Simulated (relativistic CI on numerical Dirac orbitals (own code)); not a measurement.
Calculated at this level of theory: Dirac-Coulomb-Breit CI, separate exchange-only KLI orbitals for each configuration, a model potential for QED, unscaled Slater integrals (own radial code, finite nucleus).

The strongest absorption lines from the ground level of an ion, among the configurations computed and to levels below about 1580 eV (vacuum wavelength in nm, gf): 0.96563 (0.00062), 1.6049 (0.00063), 2.3161 (0.82), 2.6445 (0.17).

Question: Which ion is it?
A. Dy⁵²⁺
B. Lu⁵⁷⁺
C. Os⁶²⁺
D. Lu⁵⁹⁺

Answer: B. Lu⁵⁷⁺ has 14 electrons and the ground level 3s2 3p2 3P_0; the strongest line goes to 3s2 3p 3d 3D°_1. The pattern of lines fixes the number of electrons, and along that sequence the line energies rise steadily with the charge (about as its square where n changes within one kind of shell, about linearly where n is kept but much faster in heavy ions where fine structure, which grows about as Z⁴, sets the gap, and irregularly where shells cross), which fixes Z. Configurations outside the model, such as inner-shell arrays, can give stronger lines. At this charge energies of transitions that change n are usually good to better than 1 %, and those within a shell (Δn = 0) to a few per cent.

LS names give the leading component of a level, which can be under half, so a name can repeat, a term be missing and a line seem to break the LS rules.
